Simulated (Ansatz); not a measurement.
Geometry optimisation, Ansatz, RKS PBE/cc-pVDZ.

Input file:

```yaml
crystal:
  periodic: [false, false, false]
  atoms:
    - { symbol: B, position_ang: [-0.8413, 1.7653, 1.6218] }
    - { symbol: "N", position_ang: [-0.453, 0.4243, 1.1528] }
    - { symbol: Si, position_ang: [-0.4618, 0.4263, -0.6523] }
    - { symbol: "N", position_ang: [0.1274, -1.1903, -1.2411] }
    - { symbol: C, position_ang: [1.4229, -1.5044, -0.8358] }
    - { symbol: H, position_ang: [-0.1872, 2.4629, 2.3123] }
    - { symbol: H, position_ang: [-1.9307, 2.2304, 1.3227] }
    - { symbol: H, position_ang: [-1.1498, -0.229, 1.4493] }
    - { symbol: H, position_ang: [0.5302, 1.4485, -1.0852] }
    - { symbol: H, position_ang: [-1.7693, 0.7463, -1.1243] }
    - { symbol: H, position_ang: [-0.5898, -1.8947, -0.7571] }
    - { symbol: H, position_ang: [2.1484, -0.751, -1.2363] }
    - { symbol: H, position_ang: [1.4599, -1.4725, 0.2754] }
    - { symbol: H, position_ang: [1.6812, -2.4914, -1.1736] }
basis:
  gaussian: { orbitals: cc-pVDZ }
hamiltonian:
  xc: pbe
relax:
  f_tol: 0.015
  max_steps: 40
output:
  orbitals: {}
```

Command:

```bash
$ ansatz run input.yaml --threads 2 --pin off --max-ram 3072MiB --backend cpu --events-out ev --progress --plain --runs-dir out
```

Question: Where does it end, and by what steps?

Answer: The run converged. After 19 steps the energy has fallen by 1.924 eV; H7 moved furthest, 1.79 Å.

```json
{"step": "0", "energy less start (eV)": "0.0000", "largest force component (eV/Å)": "4.958", "accepted": "yes"}
{"step": "1", "energy less start (eV)": "-0.6213", "largest force component (eV/Å)": "1.884", "accepted": "yes"}
{"step": "2", "energy less start (eV)": "-0.8241", "largest force component (eV/Å)": "0.708", "accepted": "yes"}
{"step": "3", "energy less start (eV)": "-1.0465", "largest force component (eV/Å)": "0.792", "accepted": "yes"}
{"step": "4", "energy less start (eV)": "-1.2649", "largest force component (eV/Å)": "0.668", "accepted": "yes"}
{"step": "5", "energy less start (eV)": "-1.4515", "largest force component (eV/Å)": "0.714", "accepted": "yes"}
{"step": "6", "energy less start (eV)": "-1.6360", "largest force component (eV/Å)": "0.606", "accepted": "yes"}
{"step": "7", "energy less start (eV)": "-1.7621", "largest force component (eV/Å)": "0.476", "accepted": "yes"}
{"step": "8", "energy less start (eV)": "-1.8344", "largest force component (eV/Å)": "0.337", "accepted": "yes"}
{"step": "9", "energy less start (eV)": "-1.8804", "largest force component (eV/Å)": "0.140", "accepted": "yes"}
{"step": "10", "energy less start (eV)": "-1.8969", "largest force component (eV/Å)": "0.341", "accepted": "yes"}
{"step": "11", "energy less start (eV)": "-1.9037", "largest force component (eV/Å)": "0.680", "accepted": "yes"}
{"step": "12", "energy less start (eV)": "-1.9151", "largest force component (eV/Å)": "0.305", "accepted": "yes"}
{"step": "13", "energy less start (eV)": "-1.9134", "largest force component (eV/Å)": "0.434", "accepted": "no"}
{"step": "14", "energy less start (eV)": "-1.9211", "largest force component (eV/Å)": "0.045", "accepted": "yes"}
{"step": "15", "energy less start (eV)": "-1.9216", "largest force component (eV/Å)": "0.037", "accepted": "yes"}
{"step": "16", "energy less start (eV)": "-1.9223", "largest force component (eV/Å)": "0.062", "accepted": "yes"}
{"step": "17", "energy less start (eV)": "-1.9234", "largest force component (eV/Å)": "0.032", "accepted": "yes"}
{"step": "18", "energy less start (eV)": "-1.9236", "largest force component (eV/Å)": "0.015", "accepted": "yes"}
{"step": "19", "energy less start (eV)": "-1.9236", "largest force component (eV/Å)": "0.008", "accepted": "yes"}
```

```xyz
14
Properties=species:S:1:pos:R:3
B -0.619 1.710 1.701
N -1.176 0.753 0.829
Si -0.665 0.380 -0.854
N 0.178 -1.130 -1.109
C 1.481 -1.442 -0.530
H 0.298 2.404 1.301
H -1.061 1.828 2.830
H -1.944 0.181 1.202
H 0.245 1.516 -1.221
H -1.910 0.275 -1.698
H -0.401 -1.958 -1.277
H 2.087 -0.515 -0.465
H 1.435 -1.876 0.496
H 2.042 -2.153 -1.175
```

Whether the end is a true minimum wasn't checked by a vibrational analysis.

Run time: 63 s on 2 threads of Arm Neoverse V1, with other jobs on the host, peak memory 0.17 GiB.
